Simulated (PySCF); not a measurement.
# C6H8N2: calculation and literature

Atoms are numbered as in `[CH3:1][NH:2][c:3]1[cH:4][cH:5][cH:6][cH:7][n:8]1`. Each H is labelled by its parent atom.

Published estimates (parent shift plus substituent increments) and measurements: δ 13C C3 160.7; C7 148.5; C5 137.4; C6 112.4; C4 107.5 ppm (estimated from measurements, as parent shift plus tabulated substituent increment; solution, not stated per compound (mostly CDCl3 or CCl4); Pretsch, Buehlmann, Badertscher, Structure Determination of Organic Compounds, 4th ed. (2009)).

Isolated molecule, one computed conformer, non-relativistic Hamiltonian, rapidly exchanging positions averaged. Shieldings: GIAO PBE0/pcSseg-1; geometry: PBE0-D3(BJ)/def2-SVP; PySCF.

Problem. How close does the calculation come?

Solution. 
Reference values: estimated from measurements, as parent shift plus tabulated substituent increment (solution, not stated per compound (mostly CDCl3 or CCl4); Pretsch, Buehlmann, Badertscher, Structure Determination of Organic Compounds, 4th ed. (2009)).
```
atoms  quantity  reference  computed  computed, scaled
   C3     δ 13C      160.7     160.9             155.6
   C7     δ 13C      148.5     155.1             150.0
   C5     δ 13C      137.4     143.1             138.4
   C6     δ 13C      112.4     116.2             112.2
   C4     δ 13C      107.5     103.5              99.9
```

Computed shifts are σ(ref) − σ with the named reference compound (TMS for H and C) calculated as an isolated molecule at the same level. The measured values may be among those fitted. Empirical linear scaling, fitted to shifts measured mostly in CDCl3 for H and C (δ vs TMS): 13C: δ = 178.46 − 0.972σ (rms 2.0 ppm, 209 shifts, 2.2 ppm with the 3 outliers that the fit left out). A few per cent of atoms miss by over 2 rms, more outside the fitted compound classes.

Problem. How far are the unscaled 13C shifts from the references?

Solution. Mean signed difference +2.46 ppm, mean absolute 4.06 ppm over 5 comparisons; the largest is +6.6 ppm at C7 (aromatic CH next to a ring nitrogen).
